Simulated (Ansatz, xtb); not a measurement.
C2H4BF: 3 structures ranked

3 gas-phase structures of C2H4BF, from a drawn sample of its isomers (lower ones may exist). Each was relaxed with GFN2-xTB:

A. `B/C=C\F`, a singlet
B. `B/C=C/F`, a singlet
C. `BC(=C)F`, a singlet

Q: Which do you expect lowest at r2SCAN-D4/def2-SVP, and how would the others follow?

A: Calculated order at r2SCAN-D4/def2-SVP: B (0.0), A (1.8), C (4.7) kcal/mol.

Energies above the lowest of each column, in kcal/mol; the last columns are at PBE-D3(BJ)/def2-SVP geometries:

| structure | GFN2-xTB | HF/STO-3G | r2SCAN-D4/def2-SVP | PBE-D3(BJ)/def2-SVP | CCSD(T)/def2-TZVP |
| --- | --- | --- | --- | --- | --- |
| B | 0.0 | 0.0 | 0.0 | 0.0 | 0.0 |
| A | 1.5 | 1.3 | 1.8 | 2.3 | 2.7 |
| C | 1.9 | 4.8 | 4.7 | 5.0 | 3.5 |

Every level run on B puts it lowest or level with the lowest. Flexible structures stand in one conformer each, not always the lowest.

Programs: Ansatz 0.2.0, xtb 6.7.1.
